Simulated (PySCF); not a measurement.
Vertical excitations of a molecule C2H6F2OSi from TDA-PBE0/def2-SVPD in PySCF, as energy in eV (oscillator strength): 6.39 (0.010), 6.57 (0.001), 7.32 (0.015), 7.54 (0.008), 7.92 (0.034), 8.17 (0.019), 8.30 (0.012), 8.37 (0.079), 8.52 (0.015), 8.55 (0.028). Lowest triplet (TDA): 5.98 eV. Geometry optimised at TPSSh-D3(BJ)/def2-SVP. The values are those of a single conformer.

Question: Identify the compound among the candidates.
A) O[SiH2]CC(F)F
B) CC(F)(F)[SiH2]O
C) C[Si](F)(F)CO
D) OC[Si@H](F)CF

Answer: D, OC[Si@H](F)CF
